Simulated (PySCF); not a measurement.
Worked example: chemical shift, span and skew from a shielding tensor

Si(OH)(NH2) (H₃NOSi), SMILES N[Si]O (connectivity only; charge and spin as stated), neutral, multiplicity 1. Atoms are numbered in the order given.

```xyz
6

Si     0.6423    -0.0608     0.0000
O     -0.4218    -1.3330     0.0000
H     -1.3749    -1.1862     0.0000
N     -0.4015     1.3054     0.0000
H     -1.4139     1.3228     0.0000
H     -0.0191     2.2403     0.0000
```

The structure is a stationary point at r2SCAN-D4/def2-TZVP. The values are those of a single conformer.

GIAO shieldings from PBE0/pcSseg-2 (PySCF), non-relativistic, no solvent. The symmetric part of the tensor of Si1 has the principal values 21.3, 309.6, 400.6 ppm. The same nucleus in TMS has σ = 341.9 ppm at this level (PySCF, at its B3LYP-D3(BJ)/def2-TZVP geometry).

Q: Work out the isotropic shielding, the ²⁹Si shift against TMS, the span and the skew.

A: 
σ(iso) = (σ11 + σ22 + σ33)/3 = 243.8 ppm. δ = σ(ref) − σ(iso) = 341.9 − (243.8) = 98.1 ppm.
Span Ω = σ33 − σ11 = 379.3 ppm. Skew κ = 3(σ(iso) − σ22)/Ω = -0.52. Tumbling in solution averages the tensor to δ; in a static solid the shielding alone would spread this spin-1/2 line over Ω.
